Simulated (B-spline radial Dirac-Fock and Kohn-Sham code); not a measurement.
Satellites and hypersatellites of the K lines of Br⁵⁺

System: the Br⁵⁺ ion in the configuration 1s2 2s2 2p6 3s2 3p6 3d10 4s1 4p1 (an excited configuration).

Method: ΔSCF Dirac-Fock with Breit, self-energy and vacuum polarisation, finite nucleus, configuration average. Computed with a B-spline atomic structure program. Each two-hole energy is an average over J within one jj subconfiguration, not an observable level; in light atoms, where LS coupling holds, the j-resolved values are not observed lines, and for a K spectator the Kα1 hypersatellite is nearly forbidden. Correlation and solid-state effects are left out.

Lines without a spectator: Kα2 (K-L2) 11877.7 eV, Kα1 (K-L3) 11924.4 eV, Kβ3 (K-M2) 13284.5 eV, Kβ1 (K-M3) 13291.5 eV. Shifts in eV with one spectator hole (a dash: not computed, or left out as unreliable):

```csv
spectator hole,Kα2,Kα1,Kβ3,Kβ1
K (1s),+379.1,+384.7,+477.3,+478.3
L2 (2p1/2),+38.0,+46.8,–,+102.7
L3 (2p3/2),+41.2,+40.1,+96.7,–
M2 (3p1/2),–,+4.12,+9.59,+12.09
M3 (3p3/2),+3.52,–,+11.07,+10.53
M4 (3d3/2),+0.10,-1.29,–,–
M5 (3d5/2),-1.45,-0.52,–,–
```
